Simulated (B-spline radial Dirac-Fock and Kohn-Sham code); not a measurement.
# How the binding energies of Sb⁺ add up

System: Sb⁺, configuration [Kr] 4d10 5s2 5p2; nuclear rms radius 4.6802 fm (A = 121).

The computed values come from a radial finite-basis atomic code: Dirac-Fock ΔSCF + Breit + QED. Electron correlation is not included. Energies are counted from the vacuum level.

All terms are in eV, carry their sign (relaxation lowers the binding energy) and add up to the binding energy; ⟨r⟩ is the mean radius of the orbital in the initial state.

```
subshell  −ε (Koopmans)  relaxation   Breit     QED  binding energy  ⟨r⟩ (bohr)
       K        30677.0      -66.22  -67.87  -34.49         30508.4       0.028
      L1         4769.4      -35.49   -6.31   -4.29          4723.4       0.122
      L2         4449.3      -38.99  -10.69    0.33          4400.0       0.103
      L3         4196.4      -37.75   -7.02   -0.15          4151.5       0.109
      M1          982.8      -15.25   -0.88   -0.86           965.8       0.329
      M2          850.8      -15.76   -1.61    0.07           833.5       0.320
      M3          802.8      -15.25   -0.92   -0.02           786.6       0.331
      M4          572.5      -16.76   -0.47    0.09           555.3       0.302
      M5          562.7      -16.55   -0.19    0.06           546.0       0.306
      N1          185.1       -4.93   -0.12   -0.16           179.9       0.793
      N2          138.3       -4.69   -0.24    0.02           133.4       0.837
      N3          129.3       -4.44   -0.11    0.00           124.8       0.864
      N4          53.53       -3.64   -0.01    0.02           49.90       1.015
      N5          52.18       -3.56    0.03    0.01           48.67       1.028
      O1          24.53       -0.52   -0.01   -0.02           23.97       2.214
    O2,3          15.72       -0.31   -0.01    0.00           15.40       2.727
```

For the deepest level, K (1s), the Breit terms make up -0.222 % of the binding energy, QED -0.113 % and orbital relaxation -0.217 %.

Spin-orbit splittings: 2p 248.5 eV, 3p 46.89 eV, 3d 9.37 eV, 4p 8.59 eV, 4d 1.23 eV.

Going to the tabulated ground configuration of the next ion removes an electron from O2,3 (5p), computed at 15.40 eV. NIST lists 16.626 ± 0.025 eV as the ionisation energy of this species (measured), +1.22 eV from the computed value. Where a p, d or f shell is open in either ion the computed value averages over both j values and all terms, while the table refers to the lowest levels; that difference holds spin-orbit splitting (largest in heavy or highly charged ions), term energies where several electrons share open shells, and correlation, and it can reach 10 % or more.
